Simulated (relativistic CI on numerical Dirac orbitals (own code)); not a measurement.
## Sc³⁺ in a cubic cluster: 2p photoemission with charge transfer

Computed with a charge-transfer multiplet model of a cubic metal-ligand cluster with up to 2 ligand holes, Slater and spin-orbit integrals from Dirac-Coulomb-Breit ions, Slater integrals scaled by 0.8. The ground state mixes d0 with configurations of k ligand holes L, whose averages lie at kΔ + k(k − 1)U_dd/2; a core hole lowers each added d electron by U_cd. 300 K, Lorentzian 0.6 eV and Gaussian 0.8 eV FWHM.

Atomic integrals in eV (Slater integrals scaled, ζ unscaled), ground: F2dd 4.710, F4dd 2.885, zeta_d 0.005; with the core hole: F2dd 4.710, F4dd 2.885, zeta_d 0.020, zeta_core 3.003, F2cd 4.113, G1cd 2.955, G3cd 1.675. Where a configuration has fewer than two d electrons, the dd integrals are those of d2.

Cluster parameters (eV): Δ = 5, U_dd = 5.5, 10Dq = 1.1, 10Dq(ligand) = 1.3, V(eg) = 1.8, V(t2g) = -0.82, final-state hopping factor = 1.

Weights, n_d and S are thermal averages at 300 K. Binding energies count from the first peak over 30 % of the highest in each spectrum, which can be another peak from case to case. The parameters are a model scan and need not match a compound or its usual spin state. Peaks in eV (height, largest 100): 0.0 (100), 4.8 (43), 8.3 (35), 13.0 (18).

Problem. Which parameters give this spectrum?
A. U_cd = 8.7 eV
B. U_cd = 6.9 eV
C. U_cd = 7.5 eV

Solution. C. U_cd = 7.5 eV; the ground state then has 0.36 d electrons and S = 0.00. The choice follows from running the model for each set and comparing peak positions and heights.
